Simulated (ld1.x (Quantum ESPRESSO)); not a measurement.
Values are calculated unless marked as measured or tabulated.
**Pseudopotentials across the periodic table**

Generated with ld1.x 7.5 (TM, RRKJ, ultrasoft, PAW), atompaw 4.2 or ONCVPSP 4.0.1. The cutoff is in Ry: for ld1.x and atompaw files where the sum of valence levels is converged to 10 mRy in a Bessel basis, for ONCV files where the hardest occupied wave has 1 mHa per electron of residual kinetic energy. The error is the largest all-electron minus pseudo excitation energy over each file’s own four to seven test configurations (ionisations up to +4, promotions, holes and added fractions of an electron), all of which were solved. The labels leave out finer settings (local radius, basis sizes, second energies), which also bear on the numbers. Spin-polarised tests are not counted. The rows are a selection from randomly drawn settings: files with unsolved tests, undetermined cutoffs or missed reference levels are left out.

```tsv
element	potential	cutoff (Ry)	largest error (meV)	bound ghosts
Si	ultrasoft, LDA (PZ), scalar-relativistic, rc 1.55/1.55 (sp), local smoothed, core correction yes, reference 3s2 3p0	15	-24	none
Ar	TM, Wu–Cohen, scalar-relativistic, rc 0.95/0.95/0.75 (spd), local p, core correction no, reference 3s2 3p5	140	+203	none
Ru	TM, PBE, fully relativistic, rc 2.15/3.30/1.85 (spd), local s, core correction yes, reference 4d7 5s0.75 5p0.25	50	-654	none
Sn	RRKJ, Wu–Cohen, fully relativistic, rc 1.70/2.00/1.45/1.60 (spdf), local s, core correction yes, reference 4d10 5s2 5p0	80	-491	none
Cs	PAW, PBEsol, scalar-relativistic, rc 2.22/3.25/2.70 (spd), local smoothed, core correction yes, reference 5s2 5p6 5d0 6s0 6p0	8	-4.2	none
Os	TM, PBEsol, scalar-relativistic, rc 2.15/1.75/1.50 (spd), local s, core correction no, reference 5p6 5d6 6s1.5 6p0	45	-1309	none
Bi	TM, PBE, scalar-relativistic, rc 1.60/2.25/1.10 (spd), local p, core correction yes, reference 5d10 6s1.5 6p3.5	90	-69	none
```

(1) Fill in the row for Pb: TM, PBEsol, scalar-relativistic, rc 1.98/3.84/4.18 (spd), local smoothed, core correction no, reference 6s2 6p2.

Answers

(1) cutoff 21 Ry, largest error +156 meV, bound ghosts: none.
